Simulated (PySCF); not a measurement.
## Nuclear quadrupole coupling in `C[Si@](N)([SiH3])NC=O`

C2H10N2OSi2.
Geometry (GFN2-xTB, Å), atoms numbered from 1 in this order:
```
atom  x, y, z in Å
C1    -0.337   -2.018    0.629
Si2    0.263   -0.370   -0.116
N3     1.130   -0.859   -1.545
Si4    1.055    1.295    1.281
N5    -1.193    0.334   -0.879
C6    -1.607    1.558   -0.572
O7    -1.071    2.289    0.236
H8     0.488   -2.548    1.094
H9    -0.761   -2.672   -0.128
H10   -1.091   -1.859    1.394
H11    1.471   -0.139   -2.164
H12    1.850   -1.555   -1.429
H13    2.302    0.753    1.887
H14    1.516    2.487    0.573
H15    0.200    1.592    2.425
H16   -1.712   -0.169   -1.580
H17   -2.510    1.895   -1.116
```

Field gradients from the PBE0/pcSseg-1 density (PySCF, non-relativistic), principal values in atomic units, ordered |Vxx| ≤ |Vyy| ≤ |Vzz|:

```
atom     Vxx     Vyy      Vzz
  N3  0.2752  0.5874  -0.8626
  N5  0.0755  0.5035  -0.5790
  O7  0.6522  0.7944  -1.4465
```

**Question.** Find the asymmetry η = (Vxx − Vyy)/Vzz and the couplings χ = eQV/h (234.96 MHz × Q in barn × V in au), with Q(14N) = 0.02044 b, Q(17O) = −0.0256 b.

**Answer.** 
```
atom             environment  nucleus     η  χzz (MHz)  χxx (MHz)  χyy (MHz)
  N3  silicon-bound nitrogen      14N  0.36     -4.143      1.322      2.821
  N5          amide nitrogen      14N  0.74     -2.781      0.362      2.418
  O7            amide oxygen      17O  0.10       8.70      -3.92      -4.78
```

**Question.** What is Vzz at O7 in SI units (1 au = 9.71736 × 10²¹ V/m²)?

**Answer.** -1.4465 au = -14.056 × 10²¹ V/m².

Were the hydrogens deuterons (Q(2H) = 0.00286 b), χzz would run from 99 kHz (H13) to 288 kHz (H12).

The structure is a single GFN2-xTB conformer in the gas phase; no vibrational or solvent corrections. GFN2-xTB bond lengths can be off by several hundredths of an ångström, more for odd bonds, and the gradients follow them. The small basis limits the accuracy of the gradients.

The run behind these numbers computed NMR shieldings as well. Time: 58 s wall (with the writing of density and orbital grids); peak memory 0.83 GiB. Hardware: one thread of an Arm Neoverse N1, shared host.
